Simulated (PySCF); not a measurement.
**Electron correlation in Hg²⁺ (mercury, charge +2)**

Starting occupation: [Xe] 4f14 5d10. Computed with PySCF 2.14 in x2c-TZVPall-2c, with X2C-1e with screened-nucleus spin-orbit coupling, Gaussian nucleus. Frozen: [Kr] 4d10 4f14; 18 electrons correlated; the 34 highest virtual spinors left out.

MP2 pair energies summed by pair of shells (mhartree):

| pair | energy | share (%) |
| --- | --- | --- |
| 5d3/2-5d5/2 | -110.50 | 30.5 |
| 5d5/2-5d5/2 | -79.19 | 21.9 |
| 5d5/2-5p3/2 | -33.96 | 9.4 |
| 5d3/2-5d3/2 | -33.27 | 9.2 |
| 5d3/2-5p3/2 | -23.74 | 6.6 |
| 5d5/2-5p1/2 | -15.10 | 4.2 |
| 5p3/2-5p3/2 | -11.20 | 3.1 |
| 5p1/2-5p3/2 | -10.59 | 2.9 |
| 5d5/2-5s1/2 | -10.23 | 2.8 |
| 5d3/2-5p1/2 | -10.16 | 2.8 |
| 5p3/2-5s1/2 | -8.39 | 2.3 |
| 5d3/2-5s1/2 | -6.96 | 1.9 |
| 5p1/2-5s1/2 | -4.06 | 1.1 |
| 5p1/2-5p1/2 | -2.71 | 0.7 |
| 5s1/2-5s1/2 | -2.27 | 0.6 |

Total MP2 correlation energy: -362.35 mhartree.

This basis was not built for core-valence correlation, so the inner-shell part is incomplete.
